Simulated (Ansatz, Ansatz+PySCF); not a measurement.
| atom | x (Å) | y (Å) | z (Å) |
| --- | --- | --- | --- |
| O | 1.1498 | 0.0000 | 0.0000 |
| C | 0.3528 | 1.0865 | 0.0000 |
| C | -0.9584 | 0.7153 | 0.0000 |
| C | -0.9584 | -0.7153 | 0.0000 |
| C | 0.3528 | -1.0865 | 0.0000 |
| H | 0.8548 | 2.0507 | 0.0000 |
| H | -1.8204 | 1.3790 | 0.0000 |
| H | -1.8204 | -1.3790 | 0.0000 |
| H | 0.8548 | -2.0507 | 0.0000 |

Basis set: def2-SVP (spherical functions). Frozen core: 5 orbitals. Charge 0, multiplicity 1.

Computed with Ansatz (development build ahead of 0.2.0); each method stands on the lowest determinant of its kind that the runs found. Restricted open shells among the atoms or ions are ROHF, correlated in semicanonical orbitals with singles. Restricted functionals stand beside restricted open-shell atoms, which can lie above the unrestricted atoms usual in DFT and then raise those values.

The atomization energy at this shape (free ground-state atoms in the same class of orbitals less the molecule, no zero-point energy) of singlet C₄H₄O:

```json
{"method": "ωB97X (restricted)", "atomization energy": "4240.5 kJ/mol"}
{"method": "ωB97X (unrestricted)", "atomization energy": "4205.2 kJ/mol"}
{"method": "r²SCAN (restricted)", "atomization energy": "4274.5 kJ/mol"}
{"method": "r²SCAN (unrestricted)", "atomization energy": "4236.3 kJ/mol"}
{"method": "PBE0 (restricted)", "atomization energy": "4288.3 kJ/mol"}
{"method": "PBE0 (unrestricted)", "atomization energy": "4265.2 kJ/mol"}
{"method": "PBE (restricted)", "atomization energy": "4393.1 kJ/mol"}
{"method": "PBE (unrestricted)", "atomization energy": "4375.3 kJ/mol"}
{"method": "RHF-MP2", "atomization energy": "4096.9 kJ/mol"}
{"method": "UHF-MP2", "atomization energy": "4083.5 kJ/mol"}
{"method": "UHF", "atomization energy": "3034.7 kJ/mol"}
{"method": "RHF", "atomization energy": "3090.4 kJ/mol"}
```

**Question.** What does RHF-CCSD(T) give?

**Answer.** 3990.3 kJ/mol. Caution for UHF-MP2: another reference gives a lower total. Caution for UHF-MP2, UHF: the determinant breaks the point group.
